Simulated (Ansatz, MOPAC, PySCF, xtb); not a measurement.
Dimer: HF (SMILES F) (first 2 atoms) with HI (SMILES I); geometry from B3LYP-D3(BJ)/def2-TZVP.
(charge 0, multiplicity 1):
```tsv
atom	x (Å)	y (Å)	z (Å)
F	0.5518	0.6191	-0.2611
H	0.2829	-0.2134	-0.5646
I	-0.1377	0.2099	3.4196
H	0.2730	0.7310	1.9436
```

Counterpoise-corrected where a basis set is named; no monomer relaxation.

Correlated levels freeze the cores. Filled d and f shells under p-block atoms count as core. The state reached by PM6 isn't checked.

Run with Ansatz (Gaussian orbitals); MOPAC for PM6 (differences of heats of formation); PySCF for the dispersion terms; xtb for the GFN methods. Each number belongs to the level named beside it. In def2 rows elements past Kr take small-core potentials, without spin–orbit coupling.

```
level                      interaction energy (meV)
-------------------------  ------------------------
GFN-FF                                        -63.1
PM6                                            12.6
BLYP-D3(BJ)/def2-TZVPPD                       -62.7
r2SCAN-D3(BJ)/def2-TZVPPD                     -79.8
PBE0/def2-TZVPPD                              -62.7
PBE0-D3(BJ)/def2-TZVPPD                       -78.8
BHLYP-D4/def2-TZVPPD                          -75.5
CCSD/def2-TZVPPD                              -45.0
CCSD(T)/def2-SVPD                        (withheld)
```

Problem. Complete the blanks.

Solution. 
- CCSD(T)/def2-SVPD, interaction energy (meV): -49.8

Ansatz is a first-principles code.
